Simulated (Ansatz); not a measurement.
Calculated with Ansatz (gas phase, PBE0-D4/def2-TZVP geometries, no zero-point term in ΔE). CBS: MP2 limit from def2 TZ/QZ plus the TZ coupled-cluster correction, frozen cores. DFT in def2-TZVPP. def2 core potentials past Kr. For Sb, Se outer-core shells are correlated without core-valence functions, which leaves a few kJ/mol of doubt a bond. Scalar relativity is left out up to krypton. Each species was taken in one conformer, which may not be the lowest.

Consider the formal exchange of groups at the Si–C bond: `NC([SiH3])[SeH]` + `[CH3][SbH2]` → `[SiH3][CH2][SbH2]` + `NC[SeH]`.

`NC([SiH3])[SeH]`:

Z-matrix (Å, degrees):
```
C
Si 1 1.890
Se 1 1.979 2 110.7
N 1 1.453 2 114.6 3 -119.6
H 1 1.092 2 111.0 3 117.9
H 2 1.486 1 107.9 3 65.1
H 2 1.488 1 112.4 3 -56.1
H 2 1.491 1 108.8 3 -177.1
H 3 1.471 1 96.1 2 31.8
H 4 1.013 1 111.7 2 44.8
H 4 1.012 1 111.1 2 -76.7
```

`[CH3][SbH2]`:

```xyz
7

C     0.811   -0.253    0.201
Sb   -1.148   -0.361   -0.708
H     0.947   -1.125    0.841
H     1.563   -0.274   -0.587
H     0.919    0.655    0.789
H    -1.120    1.260   -1.256
H    -1.973    0.098    0.719
```

`[SiH3][CH2][SbH2]`:

Z-matrix (Å, degrees):
```
Si
C 1 1.865
H 1 1.487 2 110.0
H 1 1.491 2 111.6 3 120.1
H 1 1.487 2 110.0 3 -119.8
Sb 2 2.170 1 114.3 3 59.9
H 2 1.093 1 111.1 3 -179.7
H 2 1.093 1 111.1 3 -60.5
H 6 1.712 2 94.1 1 -45.4
H 6 1.712 2 94.1 1 45.8
```

`NC[SeH]`:

```xyz
8

N     0.058   -0.841   -0.823
C    -0.430    0.258   -0.031
Se    0.957    1.603    0.300
H    -0.699   -1.472   -1.062
H     0.764   -1.367   -0.325
H    -0.841    0.005    0.952
H    -1.202    0.788   -0.590
H     1.394    1.026    1.578
```

```csv
level,ΔE (kJ/mol)
PBE-D4,-13.6
ωB97X-V,-17.1
MP2/def2-TZVPP,-18.6
HF/def2-QZVPP,-23.1
```

(1) What does CCSD(T)/CBS give? (Best estimate.)

Largest T1 diagnostic among the species: 0.013.

Answers

(1) Computed: -18.0 kJ/mol. The listed levels differ from it by 4.4, 0.9, -0.6, -5.1 kJ/mol.

In def2-TZVPP, CCSD(T) changes the Hartree–Fock value by +4.6 kJ/mol (the triples alone add +1.2 kJ/mol) and MP2 by +3.9 kJ/mol. From PBE to PBE0 (25 % exact exchange), in def2-TZVPP and without D4, ΔE moves by −3.2 kJ/mol.
